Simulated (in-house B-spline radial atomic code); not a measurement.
Ionising Kr V (Kr4+) with different functionals

Computed with a radial B-spline atomic code at the basis-set limit: four-component Dirac-Coulomb Hamiltonian, Fermi nucleus of rms radius 4.1884 fm, spin-restricted, spherical fractional occupations for the functionals. The ionisation energy is the difference of two self-consistent energies, [Ar] 3d10 4s2 4p2 → [Ar] 3d10 4s2 4p1, without Breit or QED terms; ε is the level of the shell that loses the electron (mean over j). The electron is taken from both j subshells in proportion to 2j + 1, so the result is a j average, not the step between ground levels.

Hybrids are left out here: with spherical fractional occupations of an open shell their exact exchange keeps a self-interaction that integer-occupation calculations don't have.

```csv
method,rung,ΔSCF (eV),-ε(4p) (eV)
LDA VWN5,LDA,63.63,56.75
relativistic LDA,LDA,?,?
LDA PW92,LDA,63.62,56.74
LDA exchange-only,LDA,?,?
PBE,GGA,63.26,56.43
PBEsol,GGA,63.31,56.48
BLYP,GGA,63.25,56.37
RPBE,GGA,63.15,56.35
PW91,GGA,63.40,56.55
BP86,GGA,63.45,56.61
AM05,GGA,63.29,56.46
OLYP,GGA,63.15,56.38
```

What does relativistic LDA give?

ΔSCF 63.61 eV, and -ε(4p) = 56.73 eV.

What does LDA exchange-only give?

ΔSCF 62.08 eV, and -ε(4p) = 55.21 eV.

How do they compare with the NIST value?

NIST lists 64.7 eV ± 0.2 (semi-empirical, ground level to ground level). Errors run from -2.61 to -1.06 eV. The correlated functionals all miss on the same side by more than they spread, so the cause is common to them (Breit-QED terms, spin polarisation, the choice among j levels, multiplet and fine-structure energies, or a listed next ion that isn't the cheapest removal here) and closeness doesn't rank the functionals.
